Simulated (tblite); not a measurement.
Species: C5H8O3.
SMILES with atom numbers: `[O:1]=[CH:2][C@@H:3]1[CH2:4][O:5][C@H:6]1[CH2:7][OH:8]` (hydrogens: H9 on C2; H10 on C3; H11, H12 on C4; H13 on C6; H14, H15 on C7; H16 on O8)

Computed with GFN2-xTB (tblite), gas phase: L-BFGS steps from a force-field or distance-geometry start until the largest atomic force falls under 0.01 eV/Å.

Step 55: E = -732.6899 eV
```
atom  x, y, z in Å  |  force x, y, z in eV/Å
O1     -2.0726   -2.1295    1.0734   -0.005  -0.032  -0.004
C2     -1.7654   -1.2343    0.3407    0.007  -0.032  -0.018
C3     -0.5799   -0.3458    0.5162    0.049  -0.046  -0.041
C4     -0.9168    1.1558    0.5102    0.005  -0.036   0.021
O5     -0.0811    1.3928   -0.6194   -0.002   0.050   0.004
C6      0.2307   -0.0024   -0.7521    0.004   0.067  -0.021
C7      1.7412   -0.2351   -0.6871   -0.044   0.009  -0.021
O8      2.2958    0.2311    0.5102    0.000  -0.003   0.006
H9     -2.3752   -0.9713   -0.5452   -0.055  -0.025  -0.040
H10     0.0396   -0.6822    1.3469    0.019   0.044   0.043
H11    -0.5982    1.7144    1.3915    0.022   0.028   0.020
H12    -1.9651    1.3804    0.2902    0.005   0.021  -0.004
H13    -0.1721   -0.4083   -1.6887   -0.015  -0.022   0.053
H14     2.1810    0.2812   -1.5534    0.057  -0.051   0.014
H15     1.9691   -1.3016   -0.7447   -0.043   0.013   0.012
H16     2.0614    1.1637    0.5997   -0.004   0.016  -0.023
```

Step 56: E = -732.6910 eV
```
atom  x, y, z in Å  |  force x, y, z in eV/Å
O1     -2.0725   -2.1334    1.0666    0.008  -0.048   0.025
C2     -1.7634   -1.2352    0.3391    0.000  -0.015  -0.031
C3     -0.5782   -0.3470    0.5161    0.048  -0.021  -0.037
C4     -0.9138    1.1560    0.5117    0.000  -0.041   0.046
O5     -0.0803    1.3948   -0.6190    0.005   0.017   0.013
C6      0.2297   -0.0006   -0.7535    0.011   0.035  -0.012
C7      1.7396   -0.2367   -0.6856   -0.039   0.019  -0.016
O8      2.2893    0.2375    0.5118   -0.004   0.029  -0.034
H9     -2.3727   -0.9694   -0.5454   -0.067  -0.012  -0.065
H10     0.0432   -0.6863    1.3453    0.003   0.063   0.023
H11    -0.5934    1.7122    1.3941    0.026   0.028   0.014
H12    -1.9615    1.3841    0.2937   -0.001   0.008  -0.002
H13    -0.1756   -0.4068   -1.6888   -0.006  -0.016   0.046
H14     2.1819    0.2724   -1.5557    0.061  -0.054   0.041
H15     1.9668   -1.3040   -0.7338   -0.052   0.020   0.007
H16     2.0533    1.1714    0.5918    0.007  -0.012  -0.017
```

Task: Estimate the geometry and energy of step 57. (The exact step hangs on the optimiser's Hessian estimate; all steps are aligned on step 56, rigid shifts and turns removed.)

Result: E = -732.6924 eV, largest force 0.097 eV/Å
```
atom  x, y, z in Å  |  force x, y, z in eV/Å
O1     -2.0691   -2.1382    1.0610    0.021  -0.059   0.050
C2     -1.7594   -1.2377    0.3372   -0.003   0.008  -0.050
C3     -0.5755   -0.3473    0.5157    0.022   0.017  -0.019
C4     -0.9118    1.1568    0.5136   -0.003  -0.027   0.061
O5     -0.0786    1.3996   -0.6165    0.011  -0.023   0.021
C6      0.2287    0.0041   -0.7548    0.011  -0.011   0.001
C7      1.7365   -0.2390   -0.6848   -0.022   0.030  -0.011
O8      2.2814    0.2405    0.5130    0.014   0.043  -0.053
H9     -2.3685   -0.9719   -0.5474   -0.065  -0.001  -0.072
H10     0.0478   -0.6863    1.3448   -0.013   0.071  -0.006
H11    -0.5917    1.7124    1.3973    0.024   0.015   0.007
H12    -1.9587    1.3883    0.2948   -0.005  -0.010   0.004
H13    -0.1805   -0.4021   -1.6877   -0.005  -0.007   0.021
H14     2.1848    0.2615   -1.5567    0.063  -0.043   0.046
H15     1.9607   -1.3071   -0.7249   -0.062   0.010   0.004
H16     2.0461    1.1754    0.5837    0.013  -0.013  -0.005
```

The energy changes by -0.0014 eV. The first-order estimate −F·Δx gives -0.0020 eV and the mean of the old and new forces, exact on a quadratic surface, -0.0014 eV. The step makes an angle of 71° with the force vector and moves no atom by more than 0.012 Å.

Hardware: Arm Neoverse N1, one thread, no GPU (shared host).
